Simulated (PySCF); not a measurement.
C2H7BrSi.

```xyz
11

Si    -0.1125     1.0821    -0.4814
Br     1.1398    -0.5593     0.4227
C     -1.7817     0.3834    -0.9927
C     -2.6029    -0.2233     0.1513
H     -0.2589     2.1420     0.5541
H      0.6322     1.6214    -1.6516
H     -2.3325     1.2126    -1.4752
H     -1.6017    -0.3642    -1.7848
H     -3.5681    -0.6124    -0.2098
H     -2.8176     0.5224     0.9340
H     -2.0632    -1.0561     0.6286
```

Geometry: B3LYP-D3(BJ)/def2-SVP. The values are those of a single conformer.

All values below come from PBE/pcSseg-1 (PySCF). Non-relativistic, no solvent.

Computed absolute GIAO shielding of each atom: isotropic value and principal components (ppm):
```csv
atom,σ(iso),σ11,σ22,σ33,span
Si1,331.9,264.3,342.8,388.7,124.4
Br2,2738.2,2570.3,2783.5,2860.8,290.5
C3,166.2,159.3,166.2,172.9,13.6
C4,170.3,161.1,167.7,182.0,20.9
H5,26.0,21.6,24.4,31.9,10.3
H6,25.8,21.2,24.4,31.9,10.6
H7,30.4,25.4,28.4,37.2,11.8
H8,30.1,26.4,28.4,35.7,9.3
H9,29.8,24.9,27.3,37.4,12.5
H10,30.3,26.3,28.1,36.6,10.3
H11,29.8,24.3,30.9,34.1,9.9
```
